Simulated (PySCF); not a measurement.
**How the method changes the constants of SiTe**

State: ¹Σ⁺ (singlet), closed shell. Set-up: PySCF, scalar-relativistic core potentials, basis sets Si cc-pV(D+d)Z, Te cc-pVDZ-PP with ECP28. De refers to Si + Te in their high-spin ground configurations, without counterpoise correction. A positive dipole means Si(−)Te(+).

```
      Level  Re (Å)  ωe (cm⁻¹)  De (eV)  μ (D)  CPU s a point (SCF and correlation, without the integrals)
        RHF   2.260        531     2.34  -1.39                                                       0.034
    RHF-MP2   2.298        489     4.34    n/a                                                        0.05
RHF-SCS-MP2   2.297        491     4.18    n/a                                                         n/a
   RHF-CCSD   2.291        499     3.93    n/a                                                         n/a
RHF-CCSD(T)   2.309        474     4.20    n/a                                                        0.46
        PBE   2.305        469     4.93  -0.55                                                        0.36
       PW91   2.304        469     4.96  -0.58                                                        0.28
     r²SCAN   2.289        487     4.66  -0.62                                                        0.55
    r²SCANh   2.281        496     4.55  -0.69                                                         0.4
       PBE0   2.277        499     4.59  -0.74                                                        0.56
  BHandHLYP   2.268        511     4.17  -1.02                                                        0.24
```

The bond length runs from 2.260 Å (RHF) to 2.309 Å (RHF-CCSD(T)). De spans 2.34 eV (RHF, mean field) to 4.96 eV (PW91, GGA). Correlation at CCSD(T) changes the Hartree–Fock bond energy by +1.86 eV; the triples alone change it by +0.27 eV.

Correlated steps freeze 9 core orbitals. Correlated levels converge slowly with the basis: in double zeta they bind strong bonds too weakly, by up to about 1 eV, and carry superposition errors of some tenths. These are scalar-relativistic numbers at best; spin–orbit coupling would shift them, the dissociation energy most. Where the molecule has an RHF reference, its open-shell atoms are computed with UHF. The CCSD T1 diagnostic is raised, a sign that a single reference may not be enough here.

The whole job (state search and all levels along the bond) took about 0.85 min on 1 thread of Intel Xeon 6975P-C (shared host), peak memory 0.52 GiB.
